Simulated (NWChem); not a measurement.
# Correlation energy of CH₂ClF

```
C
F 1 1.3524
H 1 1.0999 2 109.79
H 1 1.0999 3 111.47 2 -121.88
Cl 1 1.7918 3 107.34 4 -117.27
```
Charge 0, spin multiplicity 1.

Program: NWChem. All single points use one geometry, from B3LYP/def2-SVP, a minimum by its harmonic frequencies.

Basis set: 6-311G**. Each correlation energy counts from its own Hartree-Fock reference.

| method | correlation energy (mHa) | difference from CCSD(T) |
|---|---|---|
| MP2 | -490.4 | +38.4 |
| SCS-MP2 | -479.6 | +49.1 |
| CR-CCSD[T] | -526.5 | +2.2 |
| CR-CCSD(T) | -525.9 | +2.8 |
| CCSD | -515.0 | +13.8 |
| CCSD+T(CCSD) | -529.5 | -0.8 |
| CCSD(T) | -528.7 | 0.0 |

The values span 49.9 mHa, from CCSD+T(CCSD) (lowest) to SCS-MP2 (highest). 

The correlated methods keep 7 core orbitals frozen. The Pople sets run with spherical d functions. The structure started from a generated list of species. Differences from the coupled-cluster row are differences between methods, not errors against experiment.
